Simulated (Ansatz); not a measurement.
Input for Ansatz (a first-principles code): R-CCSD(T)/cc-pV(D+d)Z on FH4NOSi (SMILES N[SiH](O)F), a point of a torsion scan. Files ending in .json are basis or fitting sets from the Basis Set Exchange.

Ansatz 0.2 input:
```yaml
crystal:
  periodic: [false, false, false]
  atoms:
    - {symbol: N, position_ang: [1.21679260, -0.30090005, 0.08704863]}
    - {symbol: Si, position_ang: [-0.30923406, 0.45793237, 0.14985838]}
    - {symbol: O, position_ang: [-1.41704140, -0.42324500, -0.63886138]}
    - {symbol: F, position_ang: [-0.14958100, 1.86905873, -0.61224570]}
    - {symbol: H, position_ang: [1.93208551, 0.06947789, -0.51436687]}
    - {symbol: H, position_ang: [1.29242560, -1.29831580, 0.17343964]}
    - {symbol: H, position_ang: [-0.71174584, 0.77973485, 1.50377573]}
    - {symbol: H, position_ang: [-2.31454416, -0.12287810, -0.74916473]}
basis:
  gaussian:
    orbitals: cc-pV_D+d_Z.json
magnetization: {spin_polarized: false}
correlation: {method: ccsd_t, electrons: outside_noble_gas}
scf: {lower_state_search: off}
```

The head of its log:

```
WARN ansatz: RAYON_NUM_THREADS=1 ignored (pool sized by the plan → 1); use --threads N
Functional definition: HF
these checks for a lower state are left out or cut short: stability, starts, cluster_reference, orbital_swaps, neighbouring_geometries, increment
integrals: 0.08 GiB planned
821 factors; integrals over basis functions are off by at most 1.4e-3 eV
mean field: 0.21 GiB planned
mean field evaluation 1: about -14150.9287 eV, gradient 4.4e1 eV
mean field evaluation 2: about -14150.9787 eV, gradient 4.4e1 eV
mean field evaluation 4: about -14154.6582 eV, gradient 2.6e0 eV
mean field evaluation 8: about -14154.6857 eV, gradient 2.0e-1 eV
mean field -14154.68580165 eV, -520.1751088201 hartree, gradient 5.9e-7 eV, S^2 0.000000; 0 other end points of the search recorded, 0 dependent functions left out
8 core orbitals not correlated
reference -14154.68580165 eV, -520.1751088201 hartree; 13, 13 occupied and 64, 64 virtual orbitals, 821 factors
```

Problem. Predict the final total energy.

Solution. -520.8548 hartree (reference determinant -520.1751, T1 diagnostic 0.011).
